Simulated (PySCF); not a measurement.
**Excitation energy of N⁺ by level of theory**

N⁺ [He] 2s2 2p2 (3P) → N⁺ [He] 2s2 2p1 3d1 (high-spin determinant), as a difference of total energies. Calculation: PySCF 2.14, in dyall-acv3z (15s9p4d2f, 76 functions); scalar relativity by spin-free X2C-1e. Correlated levels: valence: 1s2 frozen; valence and next inner shell: nothing frozen; virtual orbitals above 40 to 60 times the deepest correlated orbital energy dropped. The calculations carry no spin-orbit coupling.

| method | excitation energy (eV) |
| --- | --- |
| UHF | 24.706 |
| LDA | 24.347 |
| PBE | 23.987 |
| PBE0 | 24.279 |
| r2SCAN | 24.619 |
| B3LYP | 24.209 |
| M06-2X | 24.381 |
| BP86 | 23.931 |
| HSE06 | 24.270 |
| MP2 (valence) | 24.686 |
| SCS-MP2 (valence) | 24.575 |
| MP2 (valence and next inner shell) | 24.712 |
| SCS-MP2 (valence and next inner shell) | 24.590 |

The promoted electron is Rydberg-like, and one or two diffuse shells describe it only roughly, which tends to raise the upper state.

The determinant of the upper state mixes LS terms, which raises its energy above the lowest term, most at the Hartree-Fock and MP2 levels.
